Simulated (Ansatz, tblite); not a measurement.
Cost and result up the ladder for (LiH)4 cube (Li4H4) (8 atoms). Charge 0, multiplicity 1. Geometry: PBE-D4/def2-TZVP.

```xyz
8

Li    0.241   -0.213   -1.491
H    -0.788   -1.355   -0.495
Li   -1.495    0.159    0.255
H    -0.563    1.297   -0.837
Li    0.731    1.257    0.459
H     1.611   -0.172   -0.275
Li    0.523   -1.204    0.776
H    -0.260    0.229    1.606
```

Ansatz on 4 threads of Arm Neoverse V1 on a shared host; xTB runs through tblite on one thread. Times are rough, summed over both states, and most runs start from the orbitals of an earlier one. CCSD(T)/def2-TZVPP serves as the yardstick here, not as an exact answer. The other state is a doublet.

The xTB rows come from tblite. Correlated methods freeze no core orbitals; core or outer-core shells of Li are correlated, in sets that lack core-valence functions. HOMO above LUMO, or a gap near zero within one spin, warns that the state may not be the lowest or that an electron is smeared out.

Correlated methods converge slowly with the basis.

Raw xTB energies of ions are shifted by several eV.

| level | functions | wall time |
| --- | --- | --- |
| GFN2-xTB | 20 | 0.004 s |
| GFN1-xTB | 24 | 0.006 s |
| PBE-D4/def2-TZVP (with forces) | 80 | 1.4 s |
| r2SCAN-D4/def2-TZVP | 80 | 2.8 s |
| PBE0-D4/def2-TZVP | 80 | 3.8 s |
| CCSD(T)/def2-TZVPP | 132 | 20 s |

Q: Estimate what each level gives for the vertical IE (eV).

A: 
```csv
level,vertical IE (eV),difference from CCSD(T)/def2-TZVPP (eV),remarks
GFN2-xTB,12.59,3.71,–
GFN1-xTB,14.95,6.07,–
PBE-D4/def2-TZVP (with forces),8.19,-0.69,gap within one spin near zero (+1 doublet)
r2SCAN-D4/def2-TZVP,8.27,-0.61,–
PBE0-D4/def2-TZVP,8.53,-0.35,–
CCSD(T)/def2-TZVPP,8.89,0.00,–
```
